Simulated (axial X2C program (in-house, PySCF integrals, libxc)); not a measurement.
## OCuO⁺: properties at the nuclei

Calculated with an axial X2C code built on PySCF integrals: two-component X2C with atomic mean-field Coulomb and Gaunt terms, Gaussian nuclei, basis O dyall-av3z, Cu dyall-v3z with contracted cores.

O–Cu–O held linear, with bonds 1.819 and 1.819 Å (near the PBE0 minimum at charge 1 of the determinant lowest at the starting distance; the state shown can have its own minimum elsewhere, held linear; other orders of the atoms were not compared).

Determinant lowest in the PBE0 search, Ω = 2 (⟨Sz⟩ = 2.00, ⟨Lz⟩ = 0.00 at PBE0), spin on the atoms O 0.91, Cu 0.18, O 0.91:

```
level  A∥/gI O (MHz)  qzz O (a.u.)  A∥/gI Cu (MHz)  qzz Cu (a.u.)
 PBE0          -85.1         -2.52           -61.8          -0.75
   HF            -52         -3.03            -118          -1.93
  LDA           -103         -2.15           -79.9          -0.24
```

Determinant 0.72 eV from it at PBE0 and this distance, Ω = 3 (⟨Sz⟩ = 2.00, ⟨Lz⟩ = 1.00 at PBE0), spin on the atoms O 0.79, Cu 0.42, O 0.79:

```json
{"level": "PBE0", "A∥/gI O (MHz)": "31.5", "qzz O (a.u.)": "-1.28", "A∥/gI Cu (MHz)": "291", "qzz Cu (a.u.)": "0.84"}
{"level": "HF", "A∥/gI O (MHz)": "27.8", "qzz O (a.u.)": "-2.06", "A∥/gI Cu (MHz)": "102", "qzz Cu (a.u.)": "1.44"}
{"level": "LDA", "A∥/gI O (MHz)": "35.9", "qzz O (a.u.)": "-0.73", "A∥/gI Cu (MHz)": "434", "qzz Cu (a.u.)": "0.21"}
```

A∥ (defined per Ω) follows by multiplying with gI = μI/(I μN); qzz is the electric field gradient, eQq0 = 234.96 MHz × Q/barn × qzz. The operators were transformed with the bare-nucleus X2C matrices; with these basis sets, hyperfine constants and field gradients can be off by tens of per cent, and where levels differ in sign neither size nor sign is settled.

Task: With gI(17O) = -0.7575, Q(17O) = -0.02558 barn, gI(63Cu) = 1.4824 (g factors from the IAEA table of nuclear moments by Stone; Q from Pyykkö, Mol. Phys. 2018), turn the PBE0 values of the first state into constants in MHz.

Result: A∥(17O) = -85.1 × -0.7575 = 64.5 MHz; eQq0(17O) = 234.96 × (-0.02558) × (-2.52) = 15.1 MHz; A∥(63Cu) = -61.8 × 1.4824 = -91.6 MHz.

The molecule was held linear; bending was not examined, so a bent shape may lie lower.

Each state is one determinant with collinear spin, which with several unpaired electrons need not be a pure state. Unrestricted Hartree–Fock can overshoot spin polarisation at the nuclei. This is the top spin component of a Σ state; components of lower Ω are not single determinants and can lie lower. With several open shells hyperfine constants can be off by a factor of several. Open-shell Ω = 0 determinants with evenly filled partner blocks cannot be reached by this program, so the Ω shown need not be the lowest component. The search compared states at one distance, so a state with another bond length can lie lower. Where a field gradient or hyperfine factor spreads by more than a factor of two over the levels, a constant derived from it is not to be relied on. PBE0 term energies can be off by some tenths of an eV.
